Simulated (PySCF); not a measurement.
# Löwdin shares of the frontier orbitals

Species: GeF2H2.
Structure used (PBE0-D3(BJ)/def2-SVP), in Å, numbered top down from 1:
```
atom  x, y, z in Å
Ge1   -0.0864   -0.0002   -0.0710
F2    -0.1357   -0.0021    1.6567
F3     1.5973    0.0054   -0.4635
H4    -0.6918    1.3158   -0.5596
H5    -0.6834   -1.3190   -0.5626
```

Computed, not measured: PySCF 2.14.0, density-fitted response routines, TDDFT CAM-B3LYP/def2-SVPD, vertical, gas phase, core orbitals frozen in the response. Relativistic effects, spin–orbit coupling among them, are left out although an element past zinc is present.

Kohn–Sham orbitals with the atoms that hold most of them (Löwdin shares over 4%, at most four atoms; ? is withheld):

| orbital | ε (eV) | atoms |
| --- | --- | --- |
| HOMO-3 | -13.41 | F3 48%, F2 48%, Ge1 5% |
| HOMO-2 | -13.14 | F3 49%, F2 49% |
| HOMO-1 | -13.04 | F2 34%, F3 34%, Ge1 17%, H4 7% |
| HOMO | ? | ? |
| LUMO | 0.61 | ? |
| LUMO+1 | 0.83 | Ge1 47%, F2 13%, F3 13%, H4 13% |
| LUMO+2 | 0.91 | Ge1 48%, H4 21%, H5 21%, F2 5% |

Q: Which atoms hold the HOMO, and with what shares?

A: Ge1 (bonded to 2 F and 2 H) 30%; H5 (bonded to Ge) 20%; H4 (bonded to Ge) 20%; F2 (bonded to Ge) 15%. By element: hydrogen 40%, germanium 30%, fluorine 15% or more.

Q: Give the leading atoms of the LUMO.

A: Ge1 (bonded to 2 F and 2 H) 46%; H4 (bonded to Ge) 15%; H5 (bonded to Ge) 15%; F3 (bonded to Ge) 12%. By element: germanium 46%, hydrogen 30%, fluorine 12% or more.

Q: What is the HOMO energy, and the HOMO–LUMO gap?

A: ε(HOMO) = -11.59 eV; the gap is 12.20 eV (0.4482 hartree).

Q: How does S1 compare with the orbital gap of 12.20 eV?

A: S1 is at 8.27 eV (f = 0.0000), 3.93 eV below the gap, made of HOMO→LUMO (98%). 

Q: One configuration dominates each of S1, S2, S5 and S6. Which, and how do the shares of the two leading atoms of either orbital change from the occupied to the empty one?

A: 
- S1 (8.27 eV, f 0.0000), HOMO→LUMO (98%): Ge1 30% → 46%, H5 20% → 15%, H4 20% → 15%
- S2 (8.58 eV, f 0.0004), HOMO→LUMO+1 (95%): Ge1 30% → 47%, H5 20% → at most 14%, F2 15% → 13%
- S5 (9.95 eV, f 0.040), HOMO-2→LUMO (74%): F3 49% → 12%, F2 49% → at most 13%, Ge1 at most 3% → 46%, H4 at most 3% → 15%
- S6 (10.14 eV, f 0.102), HOMO-1→LUMO+1 (75%): F2 34% → 13%, F3 34% → 13%, Ge1 17% → 47%

Löwdin shares depend on the basis, the more so with diffuse functions.
